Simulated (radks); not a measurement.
Dynamic dipole polarisability and lines of the rubidium ion Rb8+, [Ar] 3d10 4s1. Calculated with a radial shooting solver on a logarithmic mesh with Libxc functionals: non-relativistic Kohn-Sham, exchange-only LDA, spin-polarised, spherical densities, point nucleus; open shells are filled with parallel spins first (spin-orbit coupling, left out, can overturn this in heavy ions). Time-dependent linear response with the Hartree and adiabatic exchange-only LDA kernel, continuum included through the Sternheimer equations. Lines are the poles of the dipole polarisability below minus the highest occupied eigenvalue, found on a grid refined at the orbital gaps; the lowest seven at most are given, and weak or close lines can be missed. The first line takes the name of the lowest orbital gap if no other gap lies below it; otherwise a line is named after a gap within 0.6 % of it, if that gap stands alone.

| photon energy (eV) | alpha (bohr^3) |
|---|---|
| 0 | 1.443 |
| 11.561 | 2.057 |
| 25.435 | -1.947 |
| 39.308 | -0.2508 |
| 53.182 | 0.001519 |

Lines (eV, oscillator strength): 20.188 (61.41 nm, 4s-4p), f = 0.691; 77.527 (15.99 nm, unassigned), f = 0.0903; 102.15 (12.14 nm, 4s-6p), f = 0.0327; 112.77 (10.99 nm, 3d-4p), f = 0.0947; 116.91 (10.60 nm, unassigned), f = 0.405; 126.42 (9.808 nm, 4s-9p), f = 0.00636. Higher lines, where found, are left out when the end of the mesh affects them. Those listed give 90 % of the static polarisability (sum of f/w^2). Orbital energy gaps for comparison: 4s-4p 18.867 eV; 4s-5p 78.029 eV; 4s-6p 102.34 eV; 3d-4p 112.72 eV; 4s-7p 114.67 eV. At laser wavelengths: 1550 nm 1.445, 1064 nm 1.447, 780 nm 1.451, 532 nm 1.460, 355 nm 1.482, 266 nm 1.514, 193 nm 1.585 bohr^3.
